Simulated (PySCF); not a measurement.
# Br⁺ (bromine, charge +1) across methods

[Ar] 3d10 4s2 4p4, high-spin 3P determinant. All numbers are calculated (PySCF 2.14, scalar relativity by spin-free X2C-1e, in ANO-RCC-VTZP (6s5p3d1f, 43 functions)).

```csv
method,E (hartree),mean ε 4s β (eV),mean ε 4p α (eV),mean ε 4p β (eV),Σ⟨r²⟩ (bohr²),⟨S²⟩
B3LYP,-2605.822,-30.727,-19.369,-17.677,31.42,2.002
HSE06,-2605.486,-30.523,-19.341,-17.508,31.35,2.003
PBE,-2605.436,-29.191,-18.233,-16.503,31.40,2.003
M06-L,-2605.693,-29.230,-18.543,-16.587,31.19,2.004
wB97X-V,-2605.571,-33.696,-22.131,-20.469,31.38,2.002
r2SCAN,-2605.761,-29.383,-18.758,-16.878,31.24,2.005
LDA,-2602.038,-29.579,-18.294,-16.606,31.37,2.001
UHF,-2604.02369,-34.500,-23.549,-21.103,31.55,2.009
```

Question: Estimate the same row for PBE0.

Answer: E (hartree) = -2605.494; mean ε 4s β (eV) = -30.846; mean ε 4p α (eV) = -19.786; mean ε 4p β (eV) = -17.914; Σ⟨r²⟩ (bohr²) = 31.32; ⟨S²⟩ = 2.003.
